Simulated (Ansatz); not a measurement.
`[F][Ge][F]`, relaxed with RKS PBE0-D4/def2-TZVP in the Gaussian-basis code of Ansatz from a PBE-D4/def2-SVP geometry. The force threshold is 0.005 eV/Å; the program also tests the step.

Charge 0, multiplicity 1.

Start:

```xyz
3

F     0.844   -0.808    0.754
Ge    0.443    0.566   -0.287
F    -1.287    0.242   -0.467
```

```tsv
step	energy (eV)	largest force (eV/Å)	largest move (Å)
1	-61944.2192	0.632	0.000
2	-61944.2319	0.343	0.017
3	-61944.2352	0.098	0.011
4	-61944.2358	0.005	0.007
```

End:

```xyz
3

F     0.825   -0.796    0.741
Ge    0.440    0.562   -0.285
F    -1.265    0.234   -0.456
```

It took 3.1 s on 2 threads of a server CPU on a shared host, with 0.21 GiB of host memory at the peak.
